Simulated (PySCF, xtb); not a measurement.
BiCl₃, SMILES [Cl][Bi]([Cl])[Cl].

Harmonic wavenumbers (cm⁻¹) from xtb 6.7.1 with GFN2-xTB at its own minimum, in rising order: 85, 85, 99, 280, 280, 309.

Task: What does B3LYP-D3(BJ)/def2-SVP in PySCF give at its own minimum? (An estimate is asked for; the answer gives what the named calculation found.)

Result: 98, 98, 112, 327, 327, 341. Paired by order, the mean absolute difference is 27 cm⁻¹ and the zero-point energies are 1.6 and 1.9 kcal/mol.
